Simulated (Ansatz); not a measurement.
`C[SiH2]O[SiH3]`, 12 atoms. The species carries charge 0 and has multiplicity 1. Hardware: A = 2 threads of an AMD EPYC 7R13 on a shared host and a share of an NVIDIA H100 80 GB; B = 2 threads of a server CPU on a shared host. Correlated methods freeze the cores. Open-shell runs search over several starts.

Problem. How many basis functions does each run have, and how long does it take in Ansatz? UKS r2SCAN-D4/def2-TZVPP energy of the cation [B]; RKS CAM-B3LYP-D4/def2-TZVPP energy [B]; UKS B2PLYP (frozen core)/def2-TZVPP energy of the cation [B]; RKS ωB97M-V/def2-QZVPP energy [A]; RKS ωB97M-V/def2-SVP energy [B]; UHF-CCSD(T)/def2-TZVPP energy of the cation [A]; UKS ωB97M-V/def2-TZVPP energy of the cation [B]; RKS PBE0-D4/def2-TZVP relaxation (7 steps) [B]; UHF-MP2/def2-QZVPP energy of the cation [A]; UKS B3LYP-D4/def2-TZVPP energy of the cation [B]; UKS ωB97X-V/def2-TZVPP energy of the cation [B]; RHF-CCSD(T)/cc-pV(D+d)Z energy [B]. (Estimate.)

Solution. Computed: Other jobs shared the machine, so times are rough.

| level | job | functions | wall time | peak host memory (GiB) |
| --- | --- | --- | --- | --- |
| RKS ωB97M-V/def2-QZVPP | energy [A] | 494 | 7 s | 1.1 |
| RKS CAM-B3LYP-D4/def2-TZVPP | energy [B] | 258 | 9.5 s | 0.72 |
| RKS ωB97M-V/def2-SVP | energy [B] | 104 | 10 s | 0.46 |
| RHF-CCSD(T)/cc-pV(D+d)Z | energy [B] | 114 | 11 s | 0.56 |
| UHF-CCSD(T)/def2-TZVPP | energy of the cation [A] | 258 | 28 s | 0.82 |
| UHF-MP2/def2-QZVPP | energy of the cation [A] | 494 | 32 s | 1.1 |
| RKS PBE0-D4/def2-TZVP | relaxation (7 steps) [B] | 184 | 47 s | 0.48 |
| UKS B3LYP-D4/def2-TZVPP | energy of the cation [B] | 258 | 85 s | 1.2 |
| UKS B2PLYP (frozen core)/def2-TZVPP | energy of the cation [B] | 258 | 110 s | 1.1 |
| UKS ωB97X-V/def2-TZVPP | energy of the cation [B] | 258 | 120 s | 1.5 |
| UKS ωB97M-V/def2-TZVPP | energy of the cation [B] | 258 | 2.1 min | 1.5 |
| UKS r2SCAN-D4/def2-TZVPP | energy of the cation [B] | 258 | 2.4 min | 0.93 |

B3LYP here is the variant with VWN-RPA as its local correlation; programs differ in this.
